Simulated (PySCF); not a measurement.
C3H7O2, SMILES O(CC[O])C, multiplicity 2. Atoms are numbered in the order given.

```xyz
12

C      1.9986     0.3899     0.0274
O      1.1351    -0.6196    -0.4269
C     -0.1796    -0.2002    -0.6789
C     -1.0151    -0.0646     0.6133
O     -2.2888     0.3337     0.4064
H      2.0643     1.2287    -0.6940
H      1.6921     0.8095     1.0068
H      2.9976    -0.0537     0.1451
H     -0.6452    -0.9706    -1.3132
H     -0.2136     0.7601    -1.2307
H     -0.9255    -0.9837     1.2377
H     -0.5636     0.7467     1.2413
```
Charge 0, spin multiplicity 2.

Geometry: B3LYP-D3(BJ)/def2-SVP. The isomer is the one that the SMILES or the coordinates give; other isomers of the formula were not compared. One conformer was computed; it need not be the lowest.

These are B3LYP-D3(BJ)/def2-SVP (PySCF 2.14.0) values and carry that method's errors.

Frequencies are harmonic and unscaled.

```json
[
 {"mode": "1", "ν (cm⁻¹)": "100", "IR (km/mol)": "4.4", "moving atoms (share of kinetic energy)": "H 49 %, C 33 %, O 18 %"},
 {"mode": "2", "ν (cm⁻¹)": "113", "IR (km/mol)": "2.8", "moving atoms (share of kinetic energy)": "H 42 %, C 33 %, O 25 %"},
 {"mode": "3", "ν (cm⁻¹)": "187", "IR (km/mol)": "0.3", "moving atoms (share of kinetic energy)": "H 65 %, C 24 %, O 11 %"},
 {"mode": "4", "ν (cm⁻¹)": "299", "IR (km/mol)": "11.2", "moving atoms (share of kinetic energy)": "O 42 %, C 38 %, H 20 %"},
 {"mode": "5", "ν (cm⁻¹)": "380", "IR (km/mol)": "5.0", "moving atoms (share of kinetic energy)": "C 35 %, O 35 %, H 30 %"},
 {"mode": "6", "ν (cm⁻¹)": "489", "IR (km/mol)": "25.4", "moving atoms (share of kinetic energy)": "O 60 %, H 22 %, C 18 %"},
 {"mode": "7", "ν (cm⁻¹)": "701", "IR (km/mol)": "90.5", "moving atoms (share of kinetic energy)": "H 76 %, C 22 %"},
 {"mode": "8", "ν (cm⁻¹)": "919", "IR (km/mol)": "93.0", "moving atoms (share of kinetic energy)": "C 67 %, H 32 %"},
 {"mode": "9", "ν (cm⁻¹)": "966", "IR (km/mol)": "19.0", "moving atoms (share of kinetic energy)": "C 59 %, H 25 %, O 16 %"},
 {"mode": "10", "ν (cm⁻¹)": "1008", "IR (km/mol)": "13.3", "moving atoms (share of kinetic energy)": "H 53 %, C 34 %, O 13 %"},
 {"mode": "11", "ν (cm⁻¹)": "1094", "IR (km/mol)": "27.2", "moving atoms (share of kinetic energy)": "H 67 %, C 19 %, O 14 %"},
 {"mode": "12", "ν (cm⁻¹)": "1136", "IR (km/mol)": "4.1", "moving atoms (share of kinetic energy)": "H 46 %, C 34 %, O 20 %"},
 {"mode": "13", "ν (cm⁻¹)": "1163", "IR (km/mol)": "91.6", "moving atoms (share of kinetic energy)": "H 49 %, C 35 %, O 16 %"},
 {"mode": "14", "ν (cm⁻¹)": "1174", "IR (km/mol)": "26.4", "moving atoms (share of kinetic energy)": "H 66 %, C 23 %, O 11 %"},
 {"mode": "15", "ν (cm⁻¹)": "1233", "IR (km/mol)": "95.6", "moving atoms (share of kinetic energy)": "H 36 %, O 34 %, C 30 %"},
 {"mode": "16", "ν (cm⁻¹)": "1262", "IR (km/mol)": "11.3", "moving atoms (share of kinetic energy)": "H 57 %, C 31 %, O 12 %"},
 {"mode": "17", "ν (cm⁻¹)": "1313", "IR (km/mol)": "19.3", "moving atoms (share of kinetic energy)": "H 83 %, C 11 %"},
 {"mode": "18", "ν (cm⁻¹)": "1345", "IR (km/mol)": "7.5", "moving atoms (share of kinetic energy)": "H 90 %"},
 {"mode": "19", "ν (cm⁻¹)": "1383", "IR (km/mol)": "34.3", "moving atoms (share of kinetic energy)": "H 80 %, C 18 %"},
 {"mode": "20", "ν (cm⁻¹)": "1457", "IR (km/mol)": "3.0", "moving atoms (share of kinetic energy)": "H 94 %"},
 {"mode": "21", "ν (cm⁻¹)": "1466", "IR (km/mol)": "4.7", "moving atoms (share of kinetic energy)": "H 93 %"},
 {"mode": "22", "ν (cm⁻¹)": "1475", "IR (km/mol)": "3.4", "moving atoms (share of kinetic energy)": "H 94 %"},
 {"mode": "23", "ν (cm⁻¹)": "1490", "IR (km/mol)": "8.2", "moving atoms (share of kinetic energy)": "H 89 %, C 11 %"},
 {"mode": "24", "ν (cm⁻¹)": "2857", "IR (km/mol)": "10.6", "moving atoms (share of kinetic energy)": "H 94 %"},
 {"mode": "25", "ν (cm⁻¹)": "2933", "IR (km/mol)": "27.8", "moving atoms (share of kinetic energy)": "H 92 %"},
 {"mode": "26", "ν (cm⁻¹)": "2965", "IR (km/mol)": "47.3", "moving atoms (share of kinetic energy)": "H 97 %"},
 {"mode": "27", "ν (cm⁻¹)": "2996", "IR (km/mol)": "66.4", "moving atoms (share of kinetic energy)": "H 94 %"},
 {"mode": "28", "ν (cm⁻¹)": "3021", "IR (km/mol)": "67.9", "moving atoms (share of kinetic energy)": "H 90 %, C 10 %"},
 {"mode": "29", "ν (cm⁻¹)": "3098", "IR (km/mol)": "22.3", "moving atoms (share of kinetic energy)": "H 91 %, C 9 %"},
 {"mode": "30", "ν (cm⁻¹)": "3127", "IR (km/mol)": "23.6", "moving atoms (share of kinetic energy)": "H 91 %, C 9 %"}
]
```
